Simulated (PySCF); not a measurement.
Dipole moment and polarisability of `Cn1cpc([SiH3])n1`

Species: C3H7N2PSi.
Numbering: `[CH3:1][n:2]1[cH:3][p:4][c:5]([SiH3:6])[n:7]1` (hydrogens: H8, H9, H10 on C1; H11 on C3; H12, H13, H14 on Si6)

Geometry (GFN2-xTB, Å), atoms numbered from 1 in this order:
```xyz
14
C3H7N2PSi angstrom
C     -2.2573   -0.8603    0.0584
N     -1.1060    0.0012    0.0420
C     -1.1474    1.3442    0.1170
P      0.4229    2.0435    0.0855
C      1.0355    0.3798   -0.0317
Si     2.8384   -0.1470   -0.1372
N      0.0956   -0.5343   -0.0397
H     -2.8018   -0.7554    0.9992
H     -2.9285   -0.6212   -0.7686
H     -1.9052   -1.8847   -0.0435
H     -2.1006    1.8382    0.1843
H      3.4273    0.4202   -1.3545
H      2.8814   -1.6066   -0.1670
H      3.5450    0.3818    1.0337
```

Level: wB97X-D/def2-SVPD (PySCF), static field, nuclei fixed, core orbitals frozen in the response. The polarisability tensor in these axes (au):

```
x   125.04   2.24  -2.38
y     2.24 103.71   1.58
z    -2.38   1.58  71.67
```

Q: What are the eigenvalues, a third of the trace, and Δα (Δα² = ½Σ(αi − αj)² over the three pairs)?

A: Principal values 71.47, 103.58 and 125.36 au; mean 100.14 au = 14.84 Å³ = 16.51 × 10⁻⁴⁰ C²·m²/J; Δα = 46.95 au (47 % of the mean).

Q: What is the dipole moment, and where does it point?

A: (-3.13, -0.85, 0.10) D, 3.25 D in size, pointing from the negative to the positive side. Measured along this direction, the outermost atoms are H14 and H12 at the negative end and H9 and H8 at the positive end.

Q: In TDDFT the mean static polarisability is Σ f/ω² over all singlet excitations (ω in hartree). How much of it do the 8 lowest give? Their energies (eV) and oscillator strengths: 5.55, 0.0077; 5.58, 0.1067; 5.85, 0.0006; 5.87, 0.0377; 6.39, 0.0027; 6.51, 0.1376; 6.86, 0.0201; 7.08, 0.0437.

A: They add up to 6.97 au, 7.0 % of the 100.14 au; the largest single term is 2.54 au, from the state at 5.58 eV. Terms in order: 0.18, 2.54, 0.01, 0.81, 0.05, 2.41, 0.32, 0.65 au. Higher excitations give the rest. The strengths listed sum to 0.357.

Q: What would n − 1 = 2πNα be for an ideal gas of these molecules at 350 K and 1 atm, electronic part alone?

A: N = p/kT = 2.0968 × 10¹⁹ cm⁻³, so n − 1 = 2π × N × 14.84 × 10⁻²⁴ cm³ = 1955 × 10⁻⁶ at long wavelengths, for an ideal gas.

Q: Along which axes do the principal values lie, and how far do the nuclei extend along each?

A: Largest value along (0.99, 0.10, -0.04), where the nuclei span 6.46 Å; middle along (-0.10, 0.99, 0.06), 3.93 Å; least along (0.05, -0.05, 1.00), 2.39 Å. The response follows the extents in order.

Geometry: GFN2-xTB; no solvent, vibrations or thermal averaging.
